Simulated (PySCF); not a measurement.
C3H4F2Si, SMILES [SiH3]C(F)(F)C#C. The structure is a stationary point at PBE-D3(BJ)/def2-SVP. This is a generated structure with no PubChem entry under its InChIKey; it may be hypothetical.

Computed equilibrium geometry at PBE-D3(BJ)/def2-SVP (PySCF confirms it by a frequency run) as a Z-matrix, and its point group:
point group Cs.
```
C
F 1 1.3843
F 1 1.3843 2 107.04
C 1 1.4625 2 110.06 3 119.60
C 4 1.2222 2 148.45 1 -171.85
H 5 1.0818 2 158.69 1 -176.23
Si 1 1.9471 2 108.17 3 -116.35
H 7 1.4996 1 107.07 2 57.81
H 7 1.4998 8 110.90 1 118.23
H 7 1.4998 8 110.90 9 123.53
```
Charge 0, spin multiplicity 1.
